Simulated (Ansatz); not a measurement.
`C=NC(F)[SiH3]` + `[AlH3]` → `C=N[CH]([AlH2])[SiH3]` + H–F at 400 K and 1 bar (formal exchange of groups at a C–F bond).

Gas-phase electronic energies from Ansatz, PBE0-D4/def2-TZVP geometries. CBS: MP2 limit from def2 TZ/QZ plus the TZ coupled-cluster correction, frozen cores. This one scheme is used for every species. One conformer a species, not always the lowest.

```json
{"species": "`C=NC(F)[SiH3]`", "CCSD(T)/CBS energy (Eh)": "-523.23898", "H − E (kJ/mol)": "230.9", "S (J/(mol·K))": "364.8"}
{"species": "`[AlH3]`", "CCSD(T)/CBS energy (Eh)": "-243.78045", "H − E (kJ/mol)": "63.6", "S (J/(mol·K))": "220.9"}
{"species": "`C=N[CH]([AlH2])[SiH3]`", "CCSD(T)/CBS energy (Eh)": "-666.65591", "H − E (kJ/mol)": "264.4", "S (J/(mol·K))": "423.9"}
{"species": "H–F", "CCSD(T)/CBS energy (Eh)": "-100.39570", "H − E (kJ/mol)": "36.5", "S (J/(mol·K))": "182.2"}
```

H − E and S are ideal-gas, rigid-rotor, harmonic terms from PBE0-D4/def2-TZVP, for one conformer and one mirror image of each species. 1 Eh = 2625.50 kJ/mol, R = 8.31446 J/(mol·K).

Task: By hand: ΔE, ΔH, ΔS and ΔG.

Result: ΔE = (-666.65591) + (-100.39570) − (-523.23898) − (-243.78045) = -0.03218 Eh = -84.5 kJ/mol. Δ(H − E) = 264.4 + 36.5 − 230.9 − 63.6 = 6.4, so ΔH = -78.1 kJ/mol. ΔS = 423.9 + 182.2 − 364.8 − 220.9 = 20.4 J/(mol·K). ΔG = -78.1 − 400 × (20.4)/1000 = -86.3 kJ/mol.

Task: By hand: the equilibrium constant, and the temperature at which ΔG would vanish if ΔH and ΔS stayed fixed.

Result: log₁₀ K = −ΔG/(RT ln 10) = 11.3. ΔH and −TΔS have one sign here, so there is no such temperature.

ΔH outweighs TΔS. A doubt of 5 kJ/mol in ΔE shifts log₁₀ K by 0.7 here. Other conformers and mirror images would add mixing entropy, several J/(mol·K) or more a flexible species. Modes under 60 cm⁻¹, often nearly free rotors, make the harmonic entropy too high. These are equilibria of isolated gas molecules and say nothing of rates. Largest T1 diagnostic: 0.013 (customary marks: 0.02 for closed shells, 0.045 for open ones).
